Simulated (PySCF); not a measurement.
[PySCF: shieldings: GIAO PBE0/pcSseg-1; GFN2-xTB structure; in vacuum; fast rotation and ring inversion assumed for equivalent nuclei; one conformer; relativity neglected]

δ = σ(ref) − σ, references computed at the same level: $^{1}$H (σ = 31.72 ppm) and $^{13}$C (σ = 186.93 ppm) vs TMS. Shifts are as computed. Against solution values, carbons near 30 ppm lie about +3 ppm off and those near 130 ppm about +5 ppm. Of 1211 compounds with measured shifts, 218 miss one by over three times the rms of a fit or turn the order of signals round; such compounds aren't used in these exercises.

Q: Order these molecules by the shift of their most deshielded carbon-bound hydrogen, lowest δ first.
A. CC1=C(C)P1C
B. C[SiH2]C#P
C. N#Cc1ccpcc1
D. C=C/P=P\C(F)(F)F

A: B (0.36 ppm, hydrogen on a methyl carbon bonded to Si), A (2.46 ppm, hydrogen on an allylic methyl carbon), D (7.39 ppm, hydrogen on an alkene CH), C (9.42 ppm, hydrogen on an aromatic CH).

Q: Order these molecules by the shift of their most deshielded carbon, lowest δ first.
A. C[SiH2]C#P
B. CC1=C(C)P1C
C. N#Cc1cccpc1
D. C=C/P=P\C(F)(F)F

A: B (130.1 ppm, fully substituted alkene carbon), D (152.0 ppm, alkene CH), C (170.9 ppm, aromatic CH), A (210.1 ppm, carbon bonded to P, Si).

Q: How many $^{13}$C and $^{1}$H signals does each give (equivalence by symmetry and fast rotation, but not about amide C–N or C=N bonds)? `N#Cc1cccpc1`, `CC1=C(C)P1C`, `C[SiH2]C#P`, `Fc1cnnc(C(F)(F)F)c1`, `N#Cc1ccpcc1`, `C=C/P=P\C(F)(F)F`

A: N#Cc1cccpc1: 6 C, 4 H; CC1=C(C)P1C: 3 C, 2 H; C[SiH2]C#P: 2 C, 2 H; Fc1cnnc(C(F)(F)F)c1: 5 C, 2 H; N#Cc1ccpcc1: 4 C, 2 H; C=C/P=P\C(F)(F)F: 3 C, 3 H.
